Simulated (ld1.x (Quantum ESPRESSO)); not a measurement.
**What one change does to a pseudopotential (Pd (Z = 46), TM)**

ld1.x (Quantum ESPRESSO) 7.5 input, shortened:

```
&input
   title='Pd', zed=46., rel=1, dft='PZ', iswitch=3,
   config='[Kr] 4d8 5s0 5p0'
 /
 &inputp
   pseudotype=2, tm=.true., lloc=0,
   nlcc=.true., new_core_ps=.true., rcore=1.10
 /
3
5P  2  1   0.00   0.00  3.00  3.00  0.0
4D  3  2   8.00   0.00  1.60  1.60  0.0
5S  1  0   0.00   0.00  2.45  2.45  0.0
 &test
   configts(1)='4d8 5s0 5p0'
 /
```

Change: wave 4d (bound): rc 1.60 bohr becomes 4d (bound): rc 1.78 bohr.

Cutoffs: the cutoffs (Ry, on a coarse ladder) from which the occupation-weighted sum of valence levels, in a spherical-Bessel basis at the reference potential, stays within 10 and 1 mRy of its value at 400 Ry; they do not see the model core or the augmentation charge, which bear on the density cutoff. Errors are all-electron minus pseudo energies relative to the spin-unpolarised reference configuration.

Q: What does the change do?

A: The potential gets softer (70 Ry and 90 Ry → 60 Ry and 90 Ry); of the 9 tests that both files solve, the error grows in 1 and shrinks in 0 by more than 15 % and 0.3 meV (median size 143.6 → 141.6 meV); neither file shows a bound ghost. A larger radius leaves more room for a smooth pseudo-wave, so fewer plane waves are needed.

| quantity | base | changed |
| --- | --- | --- |
| cutoff, loose | 70 Ry | 60 Ry |
| cutoff, tight | 90 Ry | 90 Ry |
| bound ghosts | none | none |
| error for 4d10 5s0 5p0, meV [ΔE -30.47 eV] | -398 | -395 |
| error for 4d9 5s0 5p0, meV [ΔE -21.08 eV] | -147 | -146 |
| error for 4d7 5s0 5p0, meV [ΔE 34.60 eV] | -241 | -237 |
| error for 4d9.5 5s0 5p0, meV [ΔE -27.10 eV] | -278 | -276 |
| error for 4d9 5s1 5p0, meV [ΔE -29.03 eV] | -103 | -103 |
| error for 4d9 5s0 5p1, meV [ΔE -25.15 eV] | -105 | -104 |
| error for 4d8 5s1 5p0, meV [ΔE -16.67 eV] | -8.7 | -8.4 |
| error for 4d8 5s0 5p0 (spin-polarised), meV [ΔE -0.63 eV] | +18 | +21 |
| error for 4d9 5s0 5p0 (spin-polarised), meV [ΔE -21.23 eV] | -144 | -142 |
| s: phases at 3.25 bohr within 0.05 rad from the reference energy up to (Ry; the scan ends near 5) | 0.6 | 0.6 |
| p: phases at 3.25 bohr within 0.05 rad from the reference energy up to (Ry; the scan ends near 5) | 1.3 | 1.3 |
| d: phases at 3.25 bohr within 0.05 rad from the reference energy up to (Ry; the scan ends near 5) | -0.6 | -0.6 |
